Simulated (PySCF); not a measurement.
# Radial density of Ga⁻ (gallium, charge -1)

UHF, [Ar] 3d10 4s2 4p2, high-spin 3P determinant. Computed with PySCF 2.14 in aug-cc-pVTZ-PP with ECP10MDF (6s5p4d2f, 55 functions), with scalar relativity through the core potential. This is the valence pseudo-density: the core potential removes the inner electrons and smooths the orbitals near the nucleus.

```csv
r (bohr),4πr²ρ (e/bohr),4πr²(ρα − ρβ)
0.00247,2.741e-05,0.0000
0.00415,7.447e-05,0.0000
0.00698,0.0001909,0.0000
0.0117,0.0004474,0.0000
0.0197,0.0009950,0.0000
0.0332,0.002570,0.0000
0.0558,0.01619,0.0000
0.0939,0.1703,-0.0004
0.158,1.408,-0.0025
0.266,7.706,-0.0059
0.447,23.75,0.0044
0.752,20.51,-0.0096
1.26,4.991,0.0527
2.13,1.598,0.3398
3.58,0.7465,0.4333
6.02,0.2062,0.1888
10.1,0.03394,0.0339
17.0,0.001409,0.0014
```

Energies and moments cover only the electrons outside the core potential.

(1) Where is the radial spin density 4πr²(ρα − ρβ) most negative, and why is it negative at all?

## Answers

(1) Around r = 0.752 bohr, down to -0.0096 e/bohr: exchange with the open shell polarises the paired shells in an unrestricted calculation.
